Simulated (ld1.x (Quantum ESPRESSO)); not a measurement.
# F (Z = 9): excitation energies, all-electron against ultrasoft

- Element: fluorine
- Generator: ld1.x (Quantum ESPRESSO) 7.5
- Type: ultrasoft
- Functional: PBE
- Relativity: scalar-relativistic
- Frozen core: [He]
- Valence charge: 7
- Reference configuration: 2s2 2p4.5 (charge +0.5)
- Partial waves: 2s (bound): rcut 0.65, rcutus 0.75 bohr; 2s channel at -1.45 Ry: rcut 0.65, rcutus 0.75 bohr; 2p (bound): rcut 1.30, rcutus 1.80 bohr; 2p channel at -0.8 Ry: rcut 1.30, rcutus 1.80 bohr; 3d channel at 0.5 Ry: rcut 1.35, rcutus 1.80 bohr; 3d channel at 2.25 Ry: rcut 1.35, rcutus 1.80 bohr
- Local potential: all-electron potential smoothed inside 0.65 bohr (lloc = -1)
- Core correction: a·sin(br)/r model core inside 0.65 bohr
- Augmentation charge: PSQ, inside the norm-conserving radii

Energies are relative to the spin-unpolarised reference configuration 2s2 2p4.5; without spin polarisation the order of configurations can differ from experiment.

```json
{"valence configuration": "2s2 2p5", "charge": "0", "ΔE all-electron (eV)": "-7.543", "error AE − PS (meV)": "+1.8"}
{"valence configuration": "2s2 2p4", "charge": "+1", "ΔE all-electron (eV)": "11.847", "error AE − PS (meV)": "+0.8"}
{"valence configuration": "2s2 2p5.3", "charge": "-0.3", "ΔE all-electron (eV)": "-10.213", "error AE − PS (meV)": "+3.5"}
{"valence configuration": "2s2 2p2", "charge": "+3", "ΔE all-electron (eV)": "110.869", "error AE − PS (meV)": "+122"}
{"valence configuration": "2s1 2p6", "charge": "0", "ΔE all-electron (eV)": "11.270", "error AE − PS (meV)": "+15"}
{"valence configuration": "2s2 2p1", "charge": "+4", "ΔE all-electron (eV)": "196.671", "error AE − PS (meV)": "+501"}
```

Problem. What are ΔE and the potential's error for 2s2 2p3?

Solution. ΔE = 50.232 eV all-electron; the error (AE − PS) is +20 meV.

Levels in the configuration 2s1 2p6:

```
level  all-electron (eV)  pseudo (eV)
   2s            -30.379      -30.379
   2p            -11.540      -11.558
```
